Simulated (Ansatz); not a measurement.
Ansatz (a program for electronic structure) input (B3LYP-D3(BJ)/def2-TZVP):

Ansatz 0.2 input:
```yaml
crystal:
  periodic: [false, false, false]
  atoms:
    - {symbol: Rb, position_ang: [-0.00000000, -0.00000000, -0.95163916]}
    - {symbol: Cl, position_ang: [0.00000000, 0.00000000, 2.07121463]}
basis:
  gaussian:
    orbitals: def2-TZVP
hamiltonian:
  xc: b3lyp
  dispersion: d3bj
total_charge: -1
magnetization: {spin_polarized: true, initial_magnetization: 1}
phonons: {temperatures: {t_min: 298.15, t_max: 298.15, t_step: 100}}
```

Output:

```
Functional definition: B3LYP
integrals: 0.02 GiB planned
587 factors; their error is unknown
mean field: 0.23 GiB planned
mean field evaluation 1: about -13172.3439 eV, gradient 3.4e1 eV
mean field evaluation 2: about -13170.6233 eV, gradient 4.6e1 eV
mean field evaluation 4: about -13182.1951 eV, gradient 9.8e-1 eV
mean field evaluation 8: about -13182.2450 eV, gradient 5.4e-2 eV
mean field evaluation 16: about -13182.2451 eV, gradient 2.0e-5 eV
mean field evaluation 32: about -13181.4810 eV, gradient 5.4e-1 eV
mean field -13182.24509512 eV, -484.4385719988 hartree, gradient 2.0e-5 eV, S^2 0.750046; 7 other end points of the search recorded, 0 dependent functions left out
the calculation of the forces begins
reference -13182.24526109 eV, -484.4385780982 hartree; 14, 13 occupied and 56, 57 virtual orbitals, 587 factors
these checks for a lower state are left out or cut short: stability, starts, cluster_reference, orbital_swaps, neighbouring_geometries, increment
integrals: 0.02 GiB planned
587 factors; their error is unknown
mean field: 0.23 GiB planned
mean field evaluation 64: about -13182.2451 eV, gradient 9.6e-3 eV
mean field -13182.24509512 eV, -484.4385719991 hartree, gradient 1.3e-6 eV, S^2 0.750046; 0 other end points of the search recorded, 0 dependent functions left out
the calculation of the forces begins
reference -13182.24526110 eV, -484.4385780985 hartree; 14, 13 occupied and 56, 57 virtual orbitals, 587 factors
these checks for a lower state are left out or cut short: stability, starts, cluster_reference, orbital_swaps, neighbouring_geometries, increment
integrals: 0.02 GiB planned
587 factors; their error is unknown
mean field: 0.23 GiB planned
mean field -13182.24509512 eV, -484.4385719991 hartree, gradient 1.3e-6 eV, S^2 0.750046; 0 other end points of the search recorded, 0 dependent functions left out
the calculation of the forces begins
reference -13182.24526110 eV, -484.4385780985 hartree; 14, 13 occupied and 56, 57 virtual orbitals, 587 factors
these checks for a lower state are left out or cut short: stability, starts, cluster_reference, orbital_swaps, neighbouring_geometries, increment
integrals: 0.02 GiB planned
587 factors; their error is unknown
mean field: 0.23 GiB planned
mean field -13182.24509512 eV, -484.4385719991 hartree, gradient 1.3e-6 eV, S^2 0.750046; 0 other end points of the search recorded, 0 dependent functions left out
the calculation of the forces begins
reference -13182.24526110 eV, -484.4385780985 hartree; 14, 13 occupied and 56, 57 virtual orbitals, 587 factors
these checks for a lower state are left out or cut short: stability, starts, cluster_reference, orbital_swaps, neighbouring_geometries, increment
integrals: 0.02 GiB planned
587 factors; their error is unknown
mean field: 0.23 GiB planned
mean field -13182.24509512 eV, -484.4385719991 hartree, gradient 1.3e-6 eV, S^2 0.750046; 0 other end points of the search recorded, 0 dependent functions left out
the calculation of the forces begins
reference -13182.24526110 eV, -484.4385780985 hartree; 14, 13 occupied and 56, 57 virtual orbitals, 587 factors
these checks for a lower state are left out or cut short: stability, starts, cluster_reference, orbital_swaps, neighbouring_geometries, increment
integrals: 0.02 GiB planned
587 factors; their error is unknown
mean field: 0.23 GiB planned
mean field -13182.24506753 eV, -484.4385709849 hartree, gradient 1.3e-6 eV, S^2 0.750046; 0 other end points of the search recorded, 0 dependent functions left out
the calculation of the forces begins
reference -13182.24523344 eV, -484.4385770823 hartree; 14, 13 occupied and 56, 57 virtual orbitals, 587 factors
these checks for a lower state are left out or cut short: stability, starts, cluster_reference, orbital_swaps, neighbouring_geometries, increment
integrals: 0.02 GiB planned
587 factors; their error is unknown
mean field: 0.23 GiB planned
mean field evaluation 96: about -13182.2451 eV, gradient 3.0e-6 eV
mean field -13182.24510626 eV, -484.4385724085 hartree, gradient 3.0e-6 eV, S^2 0.750046; 0 other end points of the search recorded, 0 dependent functions left out
the calculation of the forces begins
reference -13182.24527229 eV, -484.4385785099 hartree; 14, 13 occupied and 56, 57 virtual orbitals, 587 factors
these checks for a lower state are left out or cut short: stability, starts, cluster_reference, orbital_swaps, neighbouring_geometries, increment
integrals: 0.02 GiB planned
587 factors; their error is unknown
mean field: 0.23 GiB planned
mean field -13182.24509512 eV, -484.4385719991 hartree, gradient 1.3e-6 eV, S^2 0.750046; 0 other end points of the search recorded, 0 dependent functions left out
the calculation of the forces begins
reference -13182.24526110 eV, -484.4385780985 hartree; 14, 13 occupied and 56, 57 virtual orbitals, 587 factors
these checks for a lower state are left out or cut short: stability, starts, cluster_reference, orbital_swaps, neighbouring_geometries, increment
integrals: 0.02 GiB planned
587 factors; their error is unknown
mean field: 0.23 GiB planned
mean field -13182.24509512 eV, -484.4385719991 hartree, gradient 1.3e-6 eV, S^2 0.750046; 0 other end points of the search recorded, 0 dependent functions left out
the calculation of the forces begins
reference -13182.24526110 eV, -484.4385780985 hartree; 14, 13 occupied and 56, 57 virtual orbitals, 587 factors
these checks for a lower state are left out or cut short: stability, starts, cluster_reference, orbital_swaps, neighbouring_geometries, increment
integrals: 0.02 GiB planned
587 factors; their error is unknown
mean field: 0.23 GiB planned
mean field -13182.24509512 eV, -484.4385719991 hartree, gradient 1.3e-6 eV, S^2 0.750046; 0 other end points of the search recorded, 0 dependent functions left out
the calculation of the forces begins
reference -13182.24526110 eV, -484.4385780985 hartree; 14, 13 occupied and 56, 57 virtual orbitals, 587 factors
these checks for a lower state are left out or cut short: stability, starts, cluster_reference, orbital_swaps, neighbouring_geometries, increment
integrals: 0.02 GiB planned
587 factors; their error is unknown
mean field: 0.23 GiB planned
mean field -13182.24509512 eV, -484.4385719991 hartree, gradient 1.3e-6 eV, S^2 0.750046; 0 other end points of the search recorded, 0 dependent functions left out
the calculation of the forces begins
reference -13182.24526110 eV, -484.4385780985 hartree; 14, 13 occupied and 56, 57 virtual orbitals, 587 factors
these checks for a lower state are left out or cut short: stability, starts, cluster_reference, orbital_swaps, neighbouring_geometries, increment
integrals: 0.02 GiB planned
587 factors; their error is unknown
mean field: 0.23 GiB planned
mean field -13182.24510626 eV, -484.4385724085 hartree, gradient 3.0e-6 eV, S^2 0.750046; 0 other end points of the search recorded, 0 dependent functions left out
the calculation of the forces begins
reference -13182.24527229 eV, -484.4385785099 hartree; 14, 13 occupied and 56, 57 virtual orbitals, 587 factors
these checks for a lower state are left out or cut short: stability, starts, cluster_reference, orbital_swaps, neighbouring_geometries, increment
integrals: 0.02 GiB planned
587 factors; their error is unknown
mean field: 0.23 GiB planned
mean field evaluation 128: about -13182.2451 eV, gradient 1.3e-6 eV
mean field -13182.24506753 eV, -484.4385709849 hartree, gradient 1.3e-6 eV, S^2 0.750046; 0 other end points of the search recorded, 0 dependent functions left out
the calculation of the forces begins
reference -13182.24523344 eV, -484.4385770823 hartree; 14, 13 occupied and 56, 57 virtual orbitals, 587 factors
Total energy: -13182.29661875 eV, -484.4404654576 hartree
Atom 0 at    -0.000000    -0.000000    -0.951639 Å, force    -0.000000     0.000000    -0.002653 eV/Å
Atom 1 at     0.000000     0.000000     2.071215 Å, force    -0.000000    -0.000000     0.002653 eV/Å
Dipole moment:     0.000000     0.000000     0.109845 e Å
Vibrations: 169.33 cm⁻¹, zero-point energy 0.010497 eV
```
